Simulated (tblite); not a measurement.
C₇H₆FS (doublet state).
Z-matrix (Å and degrees, GFN2-xTB geometry), rows numbered from 1:
```
F 
C   1  1.3684
C   2  1.4999  1  111.96
C   3  1.3822  2  121.74  1     0.09
C   4  1.3874  3  120.70  2  -179.98
C   5  1.3887  4  120.16  3     0.01
C   6  1.3776  5  120.02  4    -0.01
C   7  1.4008  6  120.32  5    -0.02
S   8  1.7198  3  120.87  2    -0.08
H   2  1.0972  1  107.05  3  -121.64
H   2  1.0971  1  107.05  3   121.67
H   4  1.0793  3  119.05  2     0.02
H   5  1.0790  4  119.71  3   180.00
H   6  1.0794  5  120.19  4   179.99
H   7  1.0793  6  120.97  5   180.00
```

Computed with GFN2-xTB (tblite): harmonic, unscaled wavenumbers at the GFN2-xTB geometry, gas phase. Errors from tens to a few hundred cm⁻¹ against measured bands are possible. One conformer, not necessarily the lowest. Open shells enter through the occupations alone, without spin polarisation, and single modes of such species can be off by tens of per cent.

Harmonic wavenumbers (cm⁻¹): 58.0, 125.2, 169.4, 213.4, 252.0, 391.9, 407.1, 441.1, 452.6, 567.2, 646.1, 709.1, 759.4, 805.0, 872.0, 912.1, 920.6, 954.1, 1024.9, 1061.2, 1089.3, 1144.2, 1175.7, 1198.0, 1204.0, 1253.7, 1297.5, 1328.7, 1401.8, 1417.6, 1440.1, 1534.4, 1567.5, 2911.3, 2927.6, 3087.5, 3095.8, 3101.1, 3106.5.

A = 1607, B = 1451, C = 766.2 MHz; mass 141.017 u (most abundant isotopes); point group Cs, symmetry number 1; spin multiplicity 2.

Task: What is the zero-point energy?

Result: Half the sum of the wavenumbers: 23512 cm⁻¹ = 67.23 kcal/mol.

Task: What is S at 200 K and 1 bar for an ideal gas of classical rigid rotors and harmonic oscillators?

Result: Translation 38.79, rotation 28.39, vibration 12.29, spin (R ln 2) 1.38: S = 80.8 cal/(mol K).

Task: And Cp and H(200 K) − H(0)?

Result: Cp = 23.19 cal/(mol K), of which vibrations give 15.24 (their classical limit is 39 R = 77.5); H(200 K) − H(0) = 3.01 kcal/mol without the zero-point energy, 1.42 from vibrations.

Task: Which modes carry the vibrational entropy at 200 K?

Result: 58.0 cm⁻¹: 3.74; 125.2 cm⁻¹: 2.26; 169.4 cm⁻¹: 1.71; 213.4 cm⁻¹: 1.32; 252.0 cm⁻¹: 1.06; 391.9 cm⁻¹: 0.48 cal/(mol K); the other 33 give 1.72 together.

Task: What must be added to the electronic energy to get the Gibbs energy at 200 K and 1 bar?

Result: ZPE + [H(200 K) − H(0)] − T·S = 67.23 + 3.01 − 16.17 = 54.07 kcal/mol.

Task: How do the functions run with temperature in this model?

Result: 
```
 T (K)  S (cal/(mol K))  Cp (cal/(mol K))  H − H(0) (kcal/mol)  G − H(0) (kcal/mol)  ln q(vib)
    50             59.1              10.9                 0.45                -2.50       0.25
   100             67.9              15.0                 1.10                -5.69       0.93
298.15             91.7              31.8                 5.71               -21.63       4.42
373.15             99.5              38.3                 8.34               -28.81       5.86
   500            112.1              47.6                13.81               -42.24       8.35
   750            133.9              59.8                27.37               -73.08      13.25
  1000            152.2              67.2                43.31              -108.91      17.87
```

q(vib) and H(0) count from the zero-point level.

Task: Blend soft modes into free rotors: weight 1/[1 + (100 cm⁻¹/ν̃)⁴] for the oscillator and the rest for a rotor with moment μB/(μ + B), μ = h/(8π²ν), B = 10⁻⁴⁴ kg m². What vibrational entropy results?

Result: 11.68 cal/(mol K) in place of 12.29, which changes −T·S at 200 K by +0.12 kcal/mol.

Hindered rotation and anharmonicity are outside this model. Other conformers, if any are populated, would add a mixing term that is left out.

Hardware: one thread of an Arm Neoverse V1, no GPU (shared host). Cost: 0.6 s wall. The figure is for the frequency step alone.
